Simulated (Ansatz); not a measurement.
Breaking the Se3–H4 bond in BeH2Se (SMILES [BeH][SeH]) (multiplicity 1 held, fragments rigid). Energies count from the point at 1.475 Å.
Geometry at that point (charge 0, multiplicity 1):
```xyz
4

Be    -0.690    -0.761    -1.418
H     -1.209    -1.341    -2.491
Se     0.092     0.160     0.224
H      0.846    -1.065     0.547
```

Restricted levels (R-, RO-) in cc, def2 and unpolarised 6-31G sets keep to the state of the molecule at rest. U- levels take the lowest unrestricted solution at each point, which mixes spins at long bonds. Active spaces are followed from a long bond inwards. Curves can end on different states.

Frozen-core correlation. Filled d and f shells under p-block atoms count as core.

The values were computed with Ansatz (Gaussian basis) for Hartree–Fock, density functionals and correlated methods. Each number belongs to the level named beside it.

Energies in kJ/mol.

```csv
R (Å),R-HF/cc-pVDZ,U-HF/cc-pVDZ,R-CCSDT(Q)/cc-pVDZ,"FIC-MRCISD+Q on CASSCF(4,3)/cc-pVDZ"
1.180,149,149,157,156
1.327,(withheld),27,31,31
1.475,0,0,0,0
1.622,23,23,17,17
1.769,69,69,56,56
1.991,155,150,125,125
2.212,242,197,189,189
2.581,(withheld),227,265,265
2.949,(withheld),236,304,304
3.392,566,240,322,322
3.981,653,241,328,329
4.719,718,241,329,330
```

### Question
Some entries are withheld; supply them.

### Answer

- 2.581, R-HF/cc-pVDZ: 370
- 1.327, R-HF/cc-pVDZ: 27
- 2.949, R-HF/cc-pVDZ: 473

Doubts at one or more of the structures used: a restricted determinant that unrestricted orbitals would lower (R-HF/cc-pVDZ, R-CCSDT(Q)/cc-pVDZ); a spin-contaminated determinant (U-HF/cc-pVDZ); other coupled-cluster roots lie near (R-CCSDT(Q)/cc-pVDZ); active orbitals that take no part (FIC-MRCISD+Q on CASSCF(4,3)/cc-pVDZ).

Ansatz is a first-principles code.
